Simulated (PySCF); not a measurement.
## Two-dimensional NMR puzzle

Compound of formula C6H3F3. Correlations simulated from computed shifts and the bond graph:

HSQC (one-bond C–H):
| δH | δC |
| --- | --- |
| 7.29 | 124.1 |
| 7.04 | 111.2 |
| 6.94 | 116.0 |

COSY cross peaks (H two or three bonds apart, from the bond graph; peaks can be absent where the dihedral angle is near 90°):
| δH | δH |
| --- | --- |
| 7.29 | 6.94 |

HMBC (two and three bonds, from the bond graph):
| δH | δC |
| --- | --- |
| 7.29 | 168.2, 160.9, 156.5, 116.0 |
| 7.04 | 168.2, 160.9, 156.5, 116.0 |
| 6.94 | 168.2, 156.5, 124.1, 111.2 |

Carbons without hydrogens: δ 168.2, 160.9, 156.5.

[PySCF: shieldings: GIAO B97-2/pcSseg-2; PBE0-D3(BJ)/def2-TZVP geometry; non-relativistic Hamiltonian; no solvent model; a single conformation]

References, each an isolated molecule treated in the same way: TMS for ¹H, ¹³C.

Exchangeable hydrogens are left out of these lists.

Problem. Work out the connectivity.

Solution. 1,2,4-trifluorobenzene (F-1).

Atom-mapped SMILES (the numbers label the heavy atoms): `[F:1][c:2]1[cH:3][cH:4][c:5]([F:6])[c:7]([F:8])[cH:9]1`. Hydrogens are named by the atom that carries them.

- δC 168.2 is C2, an aromatic carbon bearing fluorine.
- δC 160.9 is C7, an aromatic carbon bearing fluorine.
- δC 156.5 is C5, an aromatic carbon bearing fluorine.
- δC 124.1 is C4, an aromatic CH (δH 7.29).
- δC 116.0 is C3, an aromatic CH (δH 6.94).
- δC 111.2 is C9, an aromatic CH (δH 7.04).
- HMBC from δH 7.29 reaches the proton-free carbons C2, C7, C5.
- HMBC from δH 7.04 reaches the proton-free carbons C2, C7, C5.
- HMBC from δH 6.94 reaches the proton-free carbons C2, C5.
- COSY links 7.29–6.94.

This is the structure that produced the data.

Shifts are as computed. Against solution values, carbons near 30 ppm lie about +3 ppm off and those near 130 ppm about +7 ppm. Of 1211 compounds with measured shifts, 218 miss one by over three times the rms of a fit or turn the order of signals round; such compounds aren't used in these exercises.
